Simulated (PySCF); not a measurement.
## The second ionisation energy along the 4d series

All values are computed (PySCF 2.14, energy differences of UHF-based or UKS calculations, no spin-orbit coupling). Values in eV. The last column holds reference values (NIST; (s) semi-empirical, (t) theoretical, else measured). Unmarked ones compare directly (S terms, centres of terms, or small fine structure); those marked * lie between the lowest fine-structure levels and include a spin-orbit shift.

```csv
element,configurations,UHF,PBE,PBE0,MP2 (valence),SCS-MP2 (valence),SCS-MP2 (valence and next inner shell),reference
"Zr (x2c-QZVPPall, spin-free X2C)",[Kr] 4d2 5s1 → [Kr] 4d2,12.277,13.396,13.175,12.514,12.356,12.778,13.13 *
"Nb (x2c-QZVPPall, spin-free X2C)",[Kr] 4d4 → [Kr] 4d3,13.051,14.587,14.373,13.613,13.238,13.741,14.32 (s) *
"Mo (x2c-QZVPPall, spin-free X2C)",[Kr] 4d5 → [Kr] 4d4,15.059,16.471,16.312,15.741,15.286,15.719,16.16 ± 0.12 (s) *
"Tc (x2c-QZVPPall, spin-free X2C)",[Kr] 4d5 5s1 → [Kr] 4d5,14.247,15.590,15.318,14.837,14.444,14.826,15.26 (s)
"Ru (x2c-QZVPPall, spin-free X2C)",[Kr] 4d7 → [Kr] 4d6,14.909,17.022,16.759,16.394,16.558,16.490,16.76 ± 0.06 (s) *
"Rh (x2c-QZVPPall, spin-free X2C)",[Kr] 4d8 → [Kr] 4d7,16.140,18.463,18.165,17.926,17.943,17.957,18.08 (s) *
"Pd (x2c-QZVPPall, spin-free X2C)",[Kr] 4d9 → [Kr] 4d8,17.426,19.826,19.519,19.487,19.350,19.414,19.43 ± 0.12 (s) *
"Ag (x2c-QZVPPall, spin-free X2C)",[Kr] 4d10 → [Kr] 4d9,19.689,21.862,21.610,21.841,21.616,21.621,21.484 *
"Cd (x2c-QZVPPall, spin-free X2C)",[Kr] 4d10 5s1 → [Kr] 4d10,15.572,17.342,17.011,16.840,16.640,16.737,16.908
```

"Valence" correlates the outer s and p shells and, in groups 3 to 12 and the f block, the outer d or f shell, open or full, or the next shell where the ion has no valence electron left; the wider scheme adds the next inner shell.
